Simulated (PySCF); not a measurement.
# Radial density of Nb²⁺ (niobium, charge +2)

TPSS, [Kr] 4d2 5p1, one real determinant (an excited configuration). All numbers are calculated (PySCF 2.14, scalar relativity by spin-free X2C-1e, in aug-cc-pwCVTZ-DK (11s10p8d4f3g, 136 functions)).

```csv
r (bohr),4πr²ρ (e/bohr),4πr²(ρα − ρβ)
0.0320,49.69,0.0020
0.0539,43.47,0.0086
0.0906,59.46,0.0294
0.152,53.98,0.1236
0.256,40.33,0.2946
0.431,42.76,0.1044
0.726,12.52,0.2200
1.22,9.391,1.2675
2.05,2.241,0.9739
3.45,0.4936,0.4799
5.81,0.04791,0.0479
9.77,6.949e-05,0.0001
```

Densities and radii are taken from the X2C orbitals without a picture-change correction, which distorts them close to the nucleus.

⟨L²⟩ = 13.93 against 20 for a pure G term, so this real determinant mixes terms.
